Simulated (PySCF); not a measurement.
Radial density of Al(2+) (aluminium, charge +2)

UHF, [Ne] 3d1, 2D determinant (an excited configuration). Calculation: PySCF 2.14, in dyall-av2z; the non-relativistic Hamiltonian (point nucleus).

| r (bohr) | 4πr²ρ (e/bohr) | 4πr²(ρα − ρβ) |
| --- | --- | --- |
| 0.00158 | 0.04202 | 0.0000 |
| 0.00266 | 0.1159 | 0.0000 |
| 0.00447 | 0.3121 | 0.0000 |
| 0.00752 | 0.8170 | 0.0000 |
| 0.0126 | 2.022 | 0.0000 |
| 0.0213 | 4.581 | 0.0000 |
| 0.0358 | 8.912 | -0.0001 |
| 0.0602 | 13.53 | -0.0002 |
| 0.101 | 13.90 | -0.0003 |
| 0.170 | 9.414 | -0.0009 |
| 0.286 | 9.755 | -0.0023 |
| 0.482 | 12.57 | -0.0023 |
| 0.810 | 6.278 | 0.0029 |
| 1.36 | 0.7668 | 0.0391 |
| 2.29 | 0.2634 | 0.2558 |
| 3.86 | 0.2598 | 0.2598 |
| 6.48 | 0.04545 | 0.0454 |
| 10.9 | 0.0002861 | 0.0003 |

The outer electron is Rydberg-like, and this basis confines it to a smaller radius and binds it less than a complete one would.

(1) Where is the radial spin density 4πr²(ρα − ρβ) most negative, and why is it negative at all?

Results:

(1) Around r = 0.482 bohr, down to -0.0023 e/bohr: exchange with the open shell polarises the paired shells in an unrestricted calculation.
